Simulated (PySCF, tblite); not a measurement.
C2H10BN2Si2 (doublet state).
SMILES with atom numbers: `[CH3:1][B:2]([CH3:3])[N:4]1[SiH2:5][N:6][SiH2:7]1` (hydrogens: H8, H9, H10 on C1; H11, H12, H13 on C3; H14, H15 on Si5; H16, H17 on Si7)

Jobs on this species (17 atoms, 69 electrons) with PySCF (density fitting) and tblite. Hardware of each: one thread of an AMD EPYC 9B14 (shared host). The host was shared with other jobs, so the times are rough.

```json
{"level and settings": "UKS B3LYP, pcH-1 on B C H N Si, non-relativistic, mean-field spin-orbit, GIAO", "work": "unrestricted SCF, g, hyperfine, density and orbital grids written", "basis functions": "295", "SCF cycles": "?", "wall time": "?"}
{"level and settings": "GFN2-xTB", "work": "L-BFGS relaxation", "basis functions": "–", "SCF cycles": "–", "wall time": "0.95 s"}
{"level and settings": "GFN2-xTB", "work": "Hessian by finite differences", "basis functions": "–", "SCF cycles": "–", "wall time": "0.74 s"}
```

Fill in the missing figures.

- UKS B3LYP, pcH-1 on B C H N Si, non-relativistic, mean-field spin-orbit, GIAO; unrestricted SCF, g, hyperfine, density and orbital grids written: 73 s, 19 SCF cycles

What do all jobs in the table cost together?

About 75 s; the longest takes about 98 % of that, and about 99 times as long as the shortest.
